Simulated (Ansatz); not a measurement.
Basis sets compared for the cluster P₇S₂⁺. Total charge 1; singlet. Geometry PBE-D4/def2-SVP. Ansatz on 4 threads of Arm Neoverse V1 on a shared host; times are rough, and most runs start from earlier orbitals.

Cartesian coordinates in Å:
```
P 1.7956 -0.0994 0.9022
P -1.3881 1.5343 1.0942
P 1.4536 0.0623 -2.1160
P -0.4457 -1.0391 -1.7146
P 1.3820 -1.7237 -0.6283
P -2.2559 -0.5023 1.4142
P -1.9335 0.2366 -0.6889
S -0.1985 0.0139 2.1864
S 1.5905 1.5176 -0.4491
```

Another isomer (singlet) lies 0.80 eV lower at PBE0-D4/def2-TZVP; other spin states weren't run for this one.

| level | functions | energy (Eh) | HOMO (eV) | LUMO (eV) | wall time |
| --- | --- | --- | --- | --- | --- |
| PBE-D4/def2-SVP | 162 | -3183.3138 | -10.55 | -8.40 | 2.9 s |
| PBE0-D4/def2-SVP | 162 | -3183.5337 | -11.55 | -7.78 | 4.6 s |

(1) Estimate the rows for PBE-D4/def2-TZVP (with forces), PBE0-D4/def2-TZVP.

Answers

(1) 
```csv
level,functions,energy (Eh),HOMO (eV),LUMO (eV),wall time
PBE-D4/def2-TZVP (with forces),333,-3184.4460,-10.29,-8.18,8.5 s
PBE0-D4/def2-TZVP,333,-3184.6617,-11.23,-7.50,24 s
```
